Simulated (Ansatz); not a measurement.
Consider the substitution at a C–C bond: `CCB(N)O` + H–F → `NB(O)CF` + CH₄.

Program: Ansatz. Geometries: PBE0-D4/def2-TZVP. ΔE: electronic, gas phase. CCSD(T)/CBS adds triple-zeta CCSD(T) − MP2 to the extrapolated MP2 energy (def2 sets, frozen cores). This one scheme is used for every species. DFT in def2-TZVPP. One conformer a species, not always the lowest.

`CCB(N)O`:

Z-matrix (Å, degrees):
```
C
C 1 1.527
H 1 1.094 2 111.3
H 1 1.093 2 111.8 3 120.2
H 1 1.092 2 110.9 3 -119.2
B 2 1.578 1 114.1 3 63.5
H 2 1.096 1 110.1 3 -61.6
H 2 1.098 1 109.0 3 -176.8
O 6 1.377 2 117.2 1 43.2
N 6 1.410 2 121.2 1 -137.6
H 9 0.959 6 114.4 2 179.4
H 10 1.004 6 121.7 2 1.3
H 10 1.005 6 124.9 2 -177.5
```

H–F:

Z-matrix (Å, degrees):
```
F
H 1 0.920
```

`NB(O)CF`:

Z-matrix (Å, degrees):
```
C
F 1 1.397
B 1 1.583 2 111.5
H 1 1.096 2 107.7 3 -122.5
H 1 1.096 2 107.7 3 122.4
O 3 1.372 1 115.9 2 -179.9
N 3 1.399 1 119.2 2 0.1
H 6 0.959 3 114.7 1 -180.0
H 7 1.004 3 125.6 1 -180.0
H 7 1.005 3 119.9 1 -0.0
```

CH₄:

Z-matrix (Å, degrees):
```
C
H 1 1.090
H 1 1.090 2 109.5
H 1 1.090 2 109.5 3 -120.0
H 1 1.090 2 109.5 3 120.0
```

| species | PBE0-D4 energy (Eh) |
| --- | --- |
| `CCB(N)O` | -235.78758 |
| H–F | -100.39410 |
| `NB(O)CF` | -295.69330 |
| CH₄ | -40.47612 |

Problem. Work out ΔE.

Solution. ΔE = (-295.69330) + (-40.47612) − (-235.78758) − (-100.39410) = 0.01226 Eh = +0.33 eV. CCSD(T)/CBS gives +0.41 eV.

Largest T1 diagnostic among the species: 0.011.

The D4 term adds +0.06 eV with B3LYP and +0.04 eV with PBE0; it sums over pairs of atoms, weighted by their polarisabilities, and B3LYP, whose exchange is more repulsive, gets the larger term. From PBE to PBE0 (25 % exact exchange), in def2-TZVPP and without D4, ΔE moves by +0.05 eV. In def2-TZVPP, CCSD(T) changes the Hartree–Fock value by +0.23 eV (the triples alone add +0.02 eV) and MP2 by +0.33 eV.

B3LYP here is the variant with VWN-RPA as its local correlation; programs differ in this.
